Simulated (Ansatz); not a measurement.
FHMoO$_{3}$ (`[O]=[Mo](=[O])([OH])[F]`). The species carries charge 0 and has multiplicity 1. Mo takes the def2 core potential. The geometry is a stationary point of PBE0-D4/def2-TZVP. It is one conformer, not always the lowest.

```xyz
6

O     0.879   -1.317   -1.106
Mo    0.386   -0.001   -0.207
O    -0.032    1.219   -1.267
O    -1.092   -0.491    0.811
F     1.759    0.566    0.885
H    -1.900    0.024    0.884
```

Task: What is the dipole moment at r2SCAN/def2-TZVPP? (Best estimate.)

Result: Ansatz gave: 2.84 D, with components (-2.20, 0.66, 1.67) D in this frame, pointing from negative to positive charge.

Task: And with PBE, B3LYP, ωB97M-V? (Best estimate.)

Result: Computed: PBE 2.78 D, B3LYP 2.84 D, ωB97M-V 2.81 D.

Task: Give the Mulliken charges with r2SCAN, ωB97M-V, PBE in def2-TZVPP. (Best estimate.)

Result: Ansatz gave: 
| atom | r2SCAN | ωB97M-V | PBE |
| --- | --- | --- | --- |
| O1 | -0.51 | -0.50 | -0.46 |
| Mo2 | 1.66 | 1.65 | 1.49 |
| O3 | -0.50 | -0.49 | -0.45 |
| O4 | -0.51 | -0.49 | -0.46 |
| F5 | -0.39 | -0.39 | -0.35 |
| H6 | 0.24 | 0.22 | 0.23 |

B3LYP here is the variant with VWN-RPA as its local correlation; programs differ in this.
